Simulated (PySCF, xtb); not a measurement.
BeCl2, SMILES [Cl][Be][Cl].

Harmonic wavenumbers (cm⁻¹) from xtb with GFN2-xTB at its own minimum, in rising order: 214, 214, 374, 1026.

Problem. What does PySCF with B3LYP-D3(BJ)/def2-TZVP give at its own minimum? (An estimate is asked for; the answer gives what the named calculation found.)

Solution. 239, 239, 392, 1125. Paired by order, the mean absolute difference is 42 cm⁻¹ and the zero-point energies are 2.6 and 2.9 kcal/mol.
